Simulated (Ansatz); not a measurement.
Born–Oppenheimer molecular dynamics of CH10OSSi2 (15 atoms, charge 0, multiplicity 1). It starts from a rough guess of a transition structure, not a stationary point.

These are results of Ansatz 0.2.0, UKS PBE-D4/STO-3G, not measurements.

```yaml
ensemble: NVE (velocity Verlet)
time_step: 0.5 fs
steps_asked: 150
starting_velocities_drawn_for: 300 K
seed: 346645
```

Frames 2.5 fs apart, positions in Å, forces in eV/Å.

Velocities at 45.0 fs (Å/ps):

```
Si -2.64 -2.98 -7.49
S -0.08 -4.70 1.50
H 3.36 13.99 -22.04
H 4.42 -10.81 -5.67
Si -1.73 2.10 0.22
H 26.45 26.66 21.59
O 6.75 9.57 8.06
C 1.92 4.47 0.37
H -25.58 -32.28 33.83
H 24.58 22.31 -9.21
H 20.03 -18.65 -15.48
H -26.55 0.87 2.10
H -18.67 8.38 17.77
H -1.35 -17.08 2.78
H -12.43 -24.35 -3.22
```

```xyz
15
Properties=species:S:1:pos:R:3:forces:R:3 time_fs=45.0 energy_less_start_eV=-0.370 T=520
Si -0.601 -0.841 -0.838 -1.00 -1.61 0.04
S 0.370 -2.276 0.411 0.43 -1.56 0.78
H -1.188 -1.689 -1.875 -0.08 -0.07 -0.19
H -1.777 -0.609 0.005 0.11 0.46 -0.41
Si 0.576 0.711 -1.803 0.42 0.74 -0.12
H 0.739 -0.578 1.184 0.18 -3.65 1.51
O 0.552 0.360 0.956 -2.77 5.77 -0.04
C -0.624 0.798 1.869 1.85 -0.78 0.08
H 1.619 -2.339 -0.135 -0.01 0.19 -0.39
H 1.920 0.646 -1.227 -0.13 0.32 -0.35
H -0.199 1.862 -1.390 0.42 0.61 -0.19
H 0.623 0.649 -3.260 0.07 0.02 0.07
H -1.043 1.806 1.563 0.67 -0.74 -0.08
H -0.257 0.861 2.944 -0.31 0.12 -0.71
H -1.461 0.052 1.845 0.17 0.19 0.00
15
Properties=species:S:1:pos:R:3:forces:R:3 time_fs=47.5 energy_less_start_eV=-0.429 T=555
Si -0.608 -0.851 -0.857 -0.13 -1.69 0.05
S 0.370 -2.289 0.415 -1.66 -0.99 1.54
H -1.182 -1.657 -1.934 -0.06 -0.16 -0.05
H -1.765 -0.622 -0.019 -0.24 0.51 -0.15
Si 0.572 0.716 -1.802 1.82 -0.33 -0.22
H 0.805 -0.601 1.277 -0.69 -0.04 0.17
O 0.564 0.394 0.976 -1.74 1.82 0.59
C -0.616 0.806 1.870 0.38 -2.15 -0.01
H 1.577 -2.415 -0.073 1.77 0.12 -1.27
H 1.968 0.710 -1.264 -0.85 0.15 -0.57
H -0.146 1.848 -1.429 -0.47 1.79 0.32
H 0.559 0.651 -3.254 0.17 -0.03 -0.09
H -1.068 1.804 1.604 0.68 -0.50 -0.24
H -0.269 0.824 2.934 -0.13 0.30 -0.04
H -1.473 0.010 1.837 1.14 1.21 -0.03
15
Properties=species:S:1:pos:R:3:forces:R:3 time_fs=50.0 energy_less_start_eV=-0.535 T=618
Si -0.616 -0.863 -0.875 0.36 -1.56 -0.05
S 0.367 -2.304 0.423 -0.21 -0.81 0.79
H -1.180 -1.634 -1.996 0.03 -0.15 0.22
H -1.767 -0.604 -0.053 -0.39 0.44 0.00
Si 0.573 0.722 -1.802 0.82 0.80 -0.18
H 0.835 -0.642 1.381 -1.13 2.36 -1.24
O 0.569 0.435 0.998 -0.53 -1.29 1.24
C -0.605 0.804 1.871 0.78 -1.86 0.00
H 1.621 -2.481 -0.079 0.06 0.36 -0.59
H 1.971 0.783 -1.332 -0.49 -0.08 -0.33
H -0.115 1.929 -1.452 -0.03 0.67 0.11
H 0.506 0.651 -3.253 0.23 -0.08 -0.10
H -1.055 1.776 1.630 0.20 0.52 -0.48
H -0.288 0.804 2.922 0.14 0.36 0.76
H -1.426 0.032 1.826 0.15 0.31 -0.14
15
Properties=species:S:1:pos:R:3:forces:R:3 time_fs=52.5 energy_less_start_eV=-0.636 T=679
Si -0.623 -0.879 -0.894 0.32 -1.45 0.09
S 0.363 -2.320 0.432 1.17 -0.55 -0.19
H -1.176 -1.621 -2.046 0.05 -0.11 0.35
H -1.790 -0.561 -0.087 -0.06 0.25 -0.16
Si 0.574 0.729 -1.803 -1.02 2.33 -0.37
H 0.801 -0.555 1.418 -0.50 1.59 -1.27
O 0.573 0.472 1.025 0.03 -1.34 0.85
C -0.590 0.793 1.873 1.57 0.55 1.01
H 1.669 -2.526 -0.120 -1.62 0.62 0.16
H 1.948 0.851 -1.419 0.57 -0.22 0.10
H -0.085 2.047 -1.469 0.56 -1.04 -0.20
H 0.466 0.647 -3.258 0.24 -0.09 0.05
H -1.027 1.773 1.629 0.13 0.45 -0.37
H -0.300 0.805 2.948 0.02 0.28 0.21
H -1.375 0.067 1.807 -1.46 -1.28 -0.27
15
Properties=species:S:1:pos:R:3:forces:R:3 time_fs=55.0 energy_less_start_eV=-0.635 T=678
Si -0.629 -0.899 -0.912 0.25 -1.14 0.44
S 0.362 -2.338 0.441 0.57 0.02 -0.45
H -1.169 -1.614 -2.076 -0.01 -0.19 0.23
H -1.815 -0.504 -0.132 0.34 -0.02 -0.35
Si 0.574 0.740 -1.804 -1.26 2.45 -0.54
H 0.744 -0.397 1.390 1.16 -3.62 0.54
O 0.575 0.506 1.054 -0.41 2.98 -1.14
C -0.569 0.785 1.879 -0.76 1.35 1.44
H 1.631 -2.535 -0.155 -1.27 0.53 0.12
H 1.956 0.906 -1.502 0.81 -0.36 0.26
H -0.025 2.109 -1.497 0.43 -1.41 -0.17
H 0.439 0.637 -3.260 0.20 -0.07 0.13
H -0.991 1.792 1.607 0.24 -0.42 0.03
H -0.311 0.822 2.986 -0.13 0.04 -0.52
H -1.393 0.042 1.774 -0.15 -0.13 -0.01
15
Properties=species:S:1:pos:R:3:forces:R:3 time_fs=57.5 energy_less_start_eV=-0.746 T=741
Si -0.635 -0.920 -0.930 0.48 -0.55 0.66
S 0.361 -2.355 0.448 -1.54 0.74 0.27
H -1.163 -1.619 -2.093 -0.07 -0.36 0.02
H -1.822 -0.448 -0.196 0.34 -0.20 -0.25
Si 0.572 0.757 -1.807 0.36 1.01 -0.59
H 0.744 -0.413 1.376 0.88 -1.57 -0.33
O 0.578 0.548 1.080 1.00 0.23 -0.79
C -0.551 0.782 1.892 -2.84 0.80 0.97
H 1.526 -2.515 -0.188 0.79 0.14 -0.78
H 2.005 0.940 -1.570 -0.17 -0.59 0.17
H 0.058 2.095 -1.532 -0.30 -0.23 0.19
H 0.425 0.623 -3.255 0.12 -0.03 0.03
H -0.944 1.792 1.587 -0.15 -0.35 0.26
H -0.329 0.842 2.999 -0.08 -0.15 -0.22
H -1.422 0.009 1.742 1.17 1.10 0.39
15
Properties=species:S:1:pos:R:3:forces:R:3 time_fs=60.0 energy_less_start_eV=-0.525 T=613
Si -0.640 -0.943 -0.946 0.86 -0.04 0.48
S 0.357 -2.371 0.457 -1.92 1.10 0.32
H -1.160 -1.645 -2.108 -0.03 -0.40 -0.01
H -1.810 -0.402 -0.273 -0.05 -0.21 0.09
Si 0.570 0.776 -1.810 1.71 -1.12 -0.67
H 0.795 -0.522 1.347 -0.23 2.53 -1.13
O 0.583 0.591 1.103 2.65 -4.00 -0.35
C -0.547 0.784 1.910 -2.24 0.56 0.39
H 1.460 -2.485 -0.264 1.32 -0.04 -0.92
H 2.046 0.939 -1.628 -0.87 -0.67 0.17
H 0.122 2.071 -1.557 -1.01 1.42 0.57
H 0.417 0.608 -3.248 0.02 0.04 -0.13
H -0.906 1.774 1.580 -0.71 0.45 0.26
H -0.351 0.854 3.001 0.02 -0.17 0.53
H -1.391 0.032 1.730 0.48 0.53 0.42
15
Properties=species:S:1:pos:R:3:forces:R:3 time_fs=62.5 energy_less_start_eV=-0.587 T=649
Si -0.643 -0.966 -0.961 1.02 0.12 0.13
S 0.351 -2.385 0.466 0.11 1.24 -1.40
H -1.159 -1.694 -2.122 0.10 -0.22 0.17
H -1.801 -0.369 -0.346 -0.37 -0.18 0.33
Si 0.572 0.793 -1.815 1.01 -1.05 -0.51
H 0.835 -0.499 1.258 -0.64 2.46 -0.42
O 0.599 0.621 1.124 2.58 -3.52 -0.69
C -0.553 0.790 1.931 0.05 1.85 0.54
H 1.460 -2.456 -0.385 -0.56 -0.06 0.63
H 2.040 0.899 -1.675 -0.54 -0.50 0.30
H 0.131 2.117 -1.551 -0.69 0.66 0.40
H 0.411 0.595 -3.249 -0.06 0.16 -0.15
H -0.908 1.780 1.590 -0.67 0.41 0.37
H -0.373 0.855 3.029 0.04 -0.14 0.32
H -1.338 0.080 1.741 -1.38 -1.22 -0.03
15
Properties=species:S:1:pos:R:3:forces:R:3 time_fs=65.0 energy_less_start_eV=-0.626 T=671
Si -0.644 -0.989 -0.976 0.73 0.30 0.10
S 0.344 -2.397 0.472 0.82 1.48 -2.40
H -1.152 -1.755 -2.127 0.19 0.00 0.27
H -1.812 -0.347 -0.400 -0.21 -0.35 0.28
Si 0.575 0.808 -1.822 -0.86 -0.01 -0.28
H 0.841 -0.349 1.145 -0.08 -1.98 0.51
O 0.623 0.638 1.142 0.66 1.68 -0.62
C -0.560 0.803 1.953 0.12 1.10 0.20
H 1.434 -2.433 -0.474 -1.18 -0.23 1.43
H 2.006 0.830 -1.704 0.48 -0.23 0.45
H 0.101 2.199 -1.522 0.07 -1.09 -0.02
H 0.401 0.593 -3.258 -0.08 0.29 -0.01
H -0.947 1.806 1.621 -0.16 -0.27 0.47
H -0.392 0.848 3.073 0.06 -0.11 -0.39
H -1.351 0.069 1.753 -0.56 -0.59 0.02
15
Properties=species:S:1:pos:R:3:forces:R:3 time_fs=67.5 energy_less_start_eV=-0.475 T=582
Si -0.643 -1.011 -0.990 0.30 0.77 0.30
S 0.339 -2.406 0.474 -0.16 1.69 -1.73
H -1.135 -1.818 -2.116 0.17 0.05 0.16
H -1.834 -0.347 -0.438 0.13 -0.59 0.13
Si 0.577 0.822 -1.828 -1.54 -0.17 -0.14
H 0.840 -0.307 1.056 -0.21 -3.08 0.56
O 0.650 0.661 1.159 -0.42 3.37 0.12
C -0.567 0.822 1.977 -0.76 -1.10 -0.59
H 1.346 -2.422 -0.484 -0.05 -0.41 0.70
H 1.997 0.747 -1.707 0.72 -0.01 0.45
H 0.073 2.222 -1.493 0.42 -1.50 -0.17
H 0.387 0.607 -3.268 -0.05 0.37 0.10
H -0.997 1.819 1.679 0.14 -0.32 0.24
H -0.407 0.835 3.099 0.18 -0.06 -0.42
H -1.395 0.027 1.767 1.14 1.00 0.31
15
Properties=species:S:1:pos:R:3:forces:R:3 time_fs=70.0 energy_less_start_eV=-0.457 T=571
Si -0.641 -1.031 -1.004 0.17 1.20 0.33
S 0.333 -2.411 0.472 -1.88 1.85 0.04
H -1.107 -1.879 -2.097 0.09 -0.03 -0.08
H -1.851 -0.381 -0.468 0.19 -0.61 0.13
Si 0.576 0.836 -1.835 -0.41 -1.81 0.00
H 0.824 -0.417 1.004 -0.89 1.90 1.09
O 0.676 0.695 1.176 -0.24 -1.63 -0.17
C -0.576 0.836 1.998 -0.07 -1.49 -0.85
H 1.260 -2.437 -0.458 1.84 -0.54 -0.98
H 2.024 0.663 -1.684 -0.25 0.27 0.26
H 0.067 2.163 -1.472 0.17 -0.36 0.09
H 0.370 0.642 -3.272 0.00 0.36 0.04
H -1.040 1.815 1.751 0.11 0.15 -0.08
H -0.411 0.818 3.102 0.30 0.00 0.13
H -1.380 0.035 1.797 0.89 0.75 0.07
15
Properties=species:S:1:pos:R:3:forces:R:3 time_fs=72.5 energy_less_start_eV=-0.334 T=499
Si -0.639 -1.049 -1.018 0.50 1.11 0.13
S 0.324 -2.414 0.471 -1.14 1.79 -0.51
H -1.074 -1.941 -2.082 0.05 0.00 -0.22
H -1.857 -0.450 -0.489 -0.12 -0.37 0.27
Si 0.574 0.846 -1.843 0.69 -3.85 -0.03
H 0.761 -0.436 1.014 -0.31 2.71 0.92
O 0.701 0.724 1.192 -1.20 -2.71 0.07
C -0.586 0.843 2.015 2.11 0.53 -0.31
H 1.268 -2.482 -0.478 1.12 -0.47 -0.29
H 2.038 0.596 -1.646 -0.91 0.54 0.03
H 0.069 2.087 -1.444 -0.39 1.35 0.61
H 0.353 0.699 -3.275 0.06 0.29 -0.10
H -1.076 1.819 1.819 0.19 0.21 -0.23
H -0.398 0.801 3.111 0.30 0.05 0.24
H -1.321 0.080 1.829 -0.94 -1.18 -0.58
```

Of the whole run (75 fs, mean temperature of the second half 597 K): The conserved energy stayed within 0.25 meV per atom of its start (net change -0.22 meV per atom), so the integration is sound. The system heated up, since it started high on the potential surface and ran downhill. A run of 0.075 ps of so small a system gives no equilibrium averages. The orbitals stay closed-shell, which can raise the energy where a bond breaks towards radicals; this wasn't checked here. Limits of this set-up: minimal basis.

Time of the run: 14 min on 1 thread of Arm Neoverse V1, on a shared host, peak memory 0.13 GiB.
